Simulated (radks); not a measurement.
The numbers below are computed, except where a source is named.
Polarisability of the gold ion Au+, [Xe] 4f14 5d10, at imaginary frequency. Level of theory: non-relativistic Kohn-Sham, LB94 model potential, spin-unpolarised, spherical densities, point nucleus; relativity is left out, which matters for an element this heavy (a radial shooting solver on a logarithmic mesh with Libxc functionals). Response by self-consistent Sternheimer equations with the Hartree and adiabatic LDA kernel.

| w (hartree) | alpha1(iw) (bohr^3) | alpha2(iw) (bohr^5) |
|---|---|---|
| 0.00266 | 11.27 | 69.30 |
| 0.0143 | 11.27 | 69.15 |
| 0.0360 | 11.24 | 68.31 |
| 0.0697 | 11.14 | 65.81 |
| 0.118 | 10.90 | 60.61 |
| 0.186 | 10.42 | 52.72 |
| 0.280 | 9.595 | 43.70 |
| 0.413 | 8.409 | 35.24 |
| 0.605 | 6.940 | 27.74 |
| 0.892 | 5.320 | 20.83 |
| 1.35 | 3.690 | 14.35 |
| 2.12 | 2.219 | 8.620 |
| 3.59 | 1.091 | 4.179 |
| 6.94 | 0.4090 | 1.428 |
| 17.5 | 0.1009 | 0.2646 |

Static values: alpha1 = 11.27 bohr^3 (1.671 angstrom^3; uncoupled 18.57), alpha2 = 69.31 bohr^5, alpha3 = 451.5 bohr^7. C6 = 82.01, C8 = 1865, triple-dipole C9 = 628.3 atomic units. One-pole (London) frequency 4 C6 / (3 alpha1^2) = 0.860 hartree, against 0.835 for minus the highest occupied eigenvalue.
